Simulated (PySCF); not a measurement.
## Pt+: ionisation energy

Pt+ [Xe] 4f14 5d9 [5d3/2^4 5d5/2^5, M_J = 5/2] → Pt(2+) [Xe] 4f14 5d8 [5d3/2^4 5d5/2^4, M_J = 4], as a difference of total energies. All numbers are calculated (PySCF 2.14, the two-component X2C-1e Hamiltonian, in x2c-TZVPall-2c (11s11p10d2f, 108 functions)). Correlated levels: [Kr] 4d10 4f14 frozen; the 34 highest virtual spinors dropped. "Screened" scales the spin-orbit matrix elements by Boettger's factors to mimic the two-electron term; Breit and QED terms are absent.

```csv
method,ionisation energy (eV)
GHF (spin-free),17.013
GMP2 (spin-free),18.555
GHF (screened spin-orbit),16.651
GMP2 (screened spin-orbit),18.175
```

Task: How much does correlation contribute at GMP2 (screened spin-orbit)?

Result: 18.175 − (16.651) = 1.524 eV, measured against GHF (screened spin-orbit).

The spin-free rows relax to the high-spin LS determinant and lack the spin-orbit shift.

Errors of the correlated levels include the incompleteness of this basis and the frozen core.

The labels give the starting determinants; with spin-orbit coupling the two ends relaxed to ⟨J²⟩ = 10.49, ⟨L²⟩ = 7.06, ⟨S²⟩ = 1.23 and ⟨J²⟩ = 20.01, ⟨L²⟩ = 12.45, ⟨S²⟩ = 2.09.

The determinant of Pt+ mixes levels of different J (the jj label is only the starting occupation), so the difference between spin-free and spin-orbit rows is not the physical spin-orbit shift.

For comparison: 18.56 ± 0.12 eV (measured; NIST Atomic Spectra Database, ionization energies).
